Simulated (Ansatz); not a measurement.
Ga(PH3)Cl3 (GaPH₃Cl₃). The state is a singlet with charge 0. Geometry r2SCAN-D4/def2-SVP, basis def2-TZVP, Ansatz.

Cartesian coordinates in Å:
```
Ga -1.3108 0.1497 0.2808
P 1.1062 -0.1318 -0.2394
H 1.8515 -1.0208 0.5733
H 1.9187 1.0261 -0.1673
H 1.4504 -0.6088 -1.5279
Cl -1.1666 0.7783 2.3436
Cl -2.0241 -1.8556 -0.0893
Cl -1.8253 1.6629 -1.1737
```

| run | HOMO (eV) | LUMO (eV) |
| --- | --- | --- |
| A | -7.25 | -1.91 |
| B | -7.62 | -1.59 |
| C | -8.66 | -0.95 |
| D | -11.44 | 1.31 |
| E | -8.26 | -1.31 |
| F | -9.92 | 0.01 |

LC-ωPBE has ω = 0.4 bohr⁻¹. HSE06 is defined as in plane-wave codes, on full-range PBE exchange.

Question: The runs used BHLYP, HSE06, LC-ωPBE, PBE, PBE0, r2SCAN. Estimate which is which.

Answer: A PBE (0 % exact exchange); B r2SCAN (0 % exact exchange); C PBE0 (25 % exact exchange); D LC-ωPBE (range-separated); E HSE06 (range-separated); F BHLYP (50 % exact exchange). Exact exchange lowers occupied and raises empty levels; among semilocal functionals meta-GGAs tend to open the gap a little, and such runs are hard to tell apart. The gap grows from 5.34 eV (PBE) to 12.75 eV (LC-ωPBE).
